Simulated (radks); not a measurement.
Problem. The mean radii <r> (bohr) of the occupied orbitals of an atom or ion are listed with their occupations. Method: Dirac Kohn-Sham, PBE, spin-unpolarised, spherical densities, point nucleus; computed with a radial shooting solver on a logarithmic mesh with Libxc functionals.

| orbital | occ. | <r> |
|---|---|---|
| 1s1/2 | 2 | 0.01686 |
| 2s1/2 | 2 | 0.06978 |
| 2p1/2 | 2 | 0.05742 |
| 2p3/2 | 4 | 0.06571 |
| 3s1/2 | 2 | 0.1710 |
| 3p1/2 | 1.66667 | 0.1604 |
| 3p3/2 | 3.33333 | 0.1730 |

Name the element and its charge. Open shells, if any, are shared by 2j + 1.

Solution. Z = 79, gold, charge +62: Au62+ in [Ne] 3s2 3p5. The 1s radius gives Z: for a bare nucleus <r> = (2 gamma + 1)/(2Z) with gamma = sqrt(1 - (Z/c)^2), 0.01667 bohr for Z = 79, and screening makes it slightly larger (0.01686 here). The occupations add up to 17, and the charge is Z minus that.
